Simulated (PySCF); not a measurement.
**A basis-limit estimate, worked out**

An elementary step of BNH3ClO, singlet (BNH₃ClO ([NH2][B]([OH])[Cl]) → BNHCl ([NH][B][Cl]) + H₂O (still joined by a long B–O bond); bonds formed: O2–H4; bonds broken: N3–H4; bonds weakened to dative contacts: B1–O2). “Start” is the structure reached by relaxing down from the saddle towards the reactants; PBE0-D4/def2-TZVP structures. The saddle:

B1  (-0.279, 0.258, -0.355)
O2  (0.548, 0.563, 0.933)
N3  (-0.495, -1.044, -0.172)
H4  (0.372, -0.515, 0.974)
Cl5  (-0.565, 1.605, -1.436)
H6  (1.470, 0.805, 0.780)
H7  (-1.051, -1.672, -0.724)
(Å)

PySCF 2.14 with density fitting (its default auxiliary sets; JK sets also for MP2 and CCSD(T)); basis: def2-TZVPP and def2-QZVPP; cores frozen in the correlated methods.

Energies in eV:

| quantity | saddle | start |
| --- | --- | --- |
| Hartree–Fock, triple zeta (X = 3) | -16744.40586 | -16748.07066 |
| Hartree–Fock, quadruple zeta (X = 4) | -16744.94734 | -16748.61959 |
| MP2 correlation, X = 3 | -20.71986 | -20.06774 |
| MP2 correlation, X = 4 | -22.43250 | -21.77805 |
| CCSD(T) correlation, X = 3 | -22.27078 | -21.66374 |

Work out the barrier at the basis limit: extrapolate Hartree–Fock as E(X) = E∞ + A exp(−7.88 √X) and the MP2 correlation as E(X) = E∞ + B X^−2.97 (the exponents that Neese and Valeev fitted for def2-TZVPP and QZVPP), then add CCSD(T) − MP2 in triple zeta.

Each step is linear, so take the differences first (saddle − start): Hartree–Fock 3.66480 (X = 3) and 3.67225 (X = 4); MP2 correlation -0.65212 and -0.65445; CCSD(T) correlation -0.60704.
Two points give E∞ = E(4) + w [E(4) − E(3)], with w = 1/(exp(7.88 (2 − √3)) − 1) = 0.1377 for Hartree–Fock and w = 1/((4/3)^2.97 − 1) = 0.7407 for the correlation.
Hartree–Fock: 3.67225 + 0.1377 × 0.00745 = 3.6733 eV.
MP2 correlation: -0.65445 + 0.7407 × (-0.00233) = -0.6562 eV.
CCSD(T) − MP2: -0.60704 − (-0.65212) = 0.0451 eV.
Sum: 3.6733 + (-0.6562) + 0.0451 = 3.0622 eV, or 70.62 kcal/mol. Plain CCSD(T) in triple zeta gives 3.0578 eV, so the larger basis shifts the result by 0.0044 eV.

T1 diagnostic: at most 0.014.

Labels in which every atom is bracketed show which atoms are joined, not bond orders.

For scale, one of the runs: CCSD(T)/def2-TZVPP, 177 basis functions, launched by `OMP_NUM_THREADS=4 python run.py`. Time: 4.4 min of wall clock on 4 CPU threads of an Arm Neoverse V1; the host was shared. Peak host memory: 1.9 GiB.
